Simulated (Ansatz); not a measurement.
A nudged elastic band was laid between two geometries of BGeH$_{6}$N (9 atoms, charge 0, multiplicity 1).

Theory: RKS PBE0/def2-SVP (Ansatz 0.2.0).

| Property | Result |
| --- | --- |
| movable images | 7 |
| climbing image | yes |
| spring | 5.0 eV/Å² |
| optimiser | quadratic models (default) |
| start path | IDPP |
| force threshold | 0.05 eV/Å |
| iteration limit | 23 |
| end points | relaxed |

Image 0:

```xyz
9
Properties=species:S:1:pos:R:3
B -1.075 0.891 -0.978
Ge 0.618 0.130 -0.098
N 0.210 -1.347 0.932
H -2.182 0.626 -0.571
H -0.984 1.666 -1.901
H 1.279 1.296 0.701
H 1.672 -0.340 -1.122
H 1.000 -1.738 1.439
H -0.540 -1.183 1.599
```

Image 8:

```xyz
9
Properties=species:S:1:pos:R:3
B -1.077 0.888 -0.978
Ge 0.619 0.133 -0.097
N 0.211 -1.343 0.932
H -0.990 1.658 -1.905
H -2.182 0.618 -0.569
H 1.282 1.300 0.701
H 1.673 -0.337 -1.122
H 1.001 -1.736 1.439
H -0.538 -1.179 1.600
```

(1) Which bonds break or form, and what moves?

(2) What energy profile does the band end with?

(3) What is the geometry of the highest image?

(4) What are the harmonic wavenumbers there?

The band took 5 iterations and roughly 2.9 core-minutes.

## Answers

(1) No bond is made or broken. The dihedral H4–B1–Ge2–N3 goes from 19 to -164°. The two ends are copies of one structure, up to a mirror image or an exchange of like atoms.

(2) The forces met the threshold. The highest image is number 4 of 0 to 8, 2.0 kcal/mol above the ends, which have the same energy within 2 meV. A vibrational analysis at the climbing image gives one clearly imaginary mode, 167i cm⁻¹: a first-order saddle point.

```csv
image,path coordinate (Å),energy (kcal/mol),dihedral H4–B1–Ge2–N3 (°)
0,0.00,0.0,19
1,0.54,0.2,-4
2,1.08,0.8,-27
3,1.62,1.5,-49
4,2.16,2.0,-70
5,2.71,1.6,-92
6,3.26,0.9,-117
7,3.80,0.3,-142
8,4.35,0.0,-164
```

(3) 
```xyz
9
Properties=species:S:1:pos:R:3
B -1.058 0.718 -1.133
Ge 0.650 0.032 -0.182
N 0.080 -0.951 1.282
H -1.767 -0.069 -1.712
H -1.394 1.879 -1.112
H 1.643 1.168 0.192
H 1.422 -0.967 -1.073
H 0.846 -1.413 1.767
H -0.423 -0.397 1.971
```

(4) 167i, 156, 163, 420, 539, 567, 624, 692, 700, 773, 892, 898, 935, 1157, 1558, 2082, 2132, 2589, 2695, 3561, 3657 cm⁻¹.

The run took 2.9 min on 1 thread of Intel(R) Xeon(R) Platinum 8488C (Sapphire Rapids) (shared host), peak memory 0.2 GiB.
